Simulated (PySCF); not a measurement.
Electronic absorption of C6H6F2

C6H6F2.
Atom-mapped SMILES: `[CH2:1]=[CH:2]/[C:3]([F:4])=[C:5](\[F:6])[CH:7]=[CH2:8]` (hydrogens: H9, H10 on C1; H11 on C2; H12 on C7; H13, H14 on C8)

Geometry (GFN2-xTB, Å), atoms numbered from 1 in this order:
```
atom  x, y, z in Å
C1     3.061    0.105    0.317
C2     1.831    0.325    0.778
C3     0.635   -0.097    0.095
F4     0.805   -0.752   -1.076
C5    -0.636    0.098    0.512
F6    -0.807    0.752    1.684
C7    -1.831   -0.326   -0.170
C8    -3.060   -0.105    0.291
H9     3.229   -0.414   -0.612
H10    3.929    0.436    0.857
H11    1.659    0.845    1.709
H12   -1.659   -0.844   -1.102
H13   -3.931   -0.436   -0.246
H14   -3.226    0.413    1.221
```

The calculation used TDDFT CAM-B3LYP/def2-SVPD, vertical, gas phase, core orbitals frozen in the response in PySCF 2.14.0, density-fitted response routines.

```
state  E (eV)  E (hartree)       f  |μ| (D)  symmetry  main configurations (H = HOMO, L = LUMO)
   S1    4.75       0.1747   1.009     7.48        Bu                                 H→L (98%)
   S2    6.27       0.2304  0.0090     0.61        Au                               H→L+1 (92%)
   S3    6.50       0.2390  0.0000     0.00         –                  H→L+2 (77%), H→L+7 (13%)
   S4    6.55       0.2406  0.0000     0.00         –                  H→L+3 (51%), H-1→L (46%)
   S5    7.07       0.2600  0.0000     0.00         –                               H→L+4 (91%)
   S6    7.09       0.2607  0.0000     0.00         –                  H-1→L (51%), H→L+3 (46%)
   S7    7.22       0.2654   0.095     1.86        Bu                               H-2→L (92%)
   S8    7.26       0.2668  0.0000     0.01         –                               H-3→L (93%)
```

Triplets (Tamm–Dancoff): T1 2.43 eV, H→L (93%); T2 4.21 eV, H-1→L (55%), H→L+3 (36%); T3 5.18 eV, H-2→L (63%), H-1→L+3 (16%), H→L+8 (14%).

The lowest singlet comes at 261 nm (459 kJ/mol) in the ultraviolet; it is strong; its leading configuration is HOMO→LUMO (98%). The lowest level is also the most intense of those listed (f = 1.009). Löwdin shares by element: HOMO carbon 65% or more (atoms not listed hold the other 35%); LUMO carbon 62% or more (atoms not listed hold the other 38%). Weighted by f, the mean energy of these states is 4.98 eV. Of the 8 states listed, 2 reach f = 0.01 and 5 stay under 0.0005. The listed states span 2.51 eV, and the widest gap between neighbours is 1.52 eV (S1 to S2). No computed singlet lies in the visible range (380 to 750 nm); the lowest, at 261 nm, stands 1.49 eV above its violet end (3.26 eV); a Tamm–Dancoff triplet lies at 511 nm, without intensity as long as spin–orbit coupling is left out. Symmetry labels in C2h follow from the direction of the transition dipole and are given only for states with f of 0.002 or more. Singlets were solved by full linear response, triplets in the Tamm–Dancoff approximation.

One conformer stands for the species.
